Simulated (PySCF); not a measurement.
Delta-SCF ions had no search for a lower state. Excitations are Tamm–Dancoff values on a coarser integration grid. The basis has no diffuse functions, so Rydberg states are missing or too high.

Cartesian coordinates (Å):
```xyz
7

B      2.2891    -0.1606    -0.2584
B      0.8162    -0.0579     0.0810
N     -0.4445     0.0305     0.3720
C     -1.6710     0.1171     0.6554
H      3.4324    -0.2397    -0.5218
H     -2.0587     0.9849     1.1860
H     -2.3636    -0.6744     0.3744
```
Charge 0, multiplicity 1.

Q: Estimate the LUMO, brightest of the four lowest singlets (TDA), HOMO, vertical ionisation energy (Delta-SCF), T1 excitation (TDA), dipole moment, HOMO–LUMO gap and S1 excitation (TDA) that PBE0-D3(BJ)/def2-TZVP (PySCF 2.14.0) returns for this input.

A: 
```yaml
LUMO: -2.86 eV
brightest of the four lowest singlets (TDA): 3.64 eV
HOMO: -5.33 eV
vertical ionisation energy (Delta-SCF): 7.27 eV
T1 excitation (TDA): 0.14 eV
dipole_moment: 1.16 D
HOMO–LUMO gap: 2.47 eV
S1 excitation (TDA): 0.70 eV
```
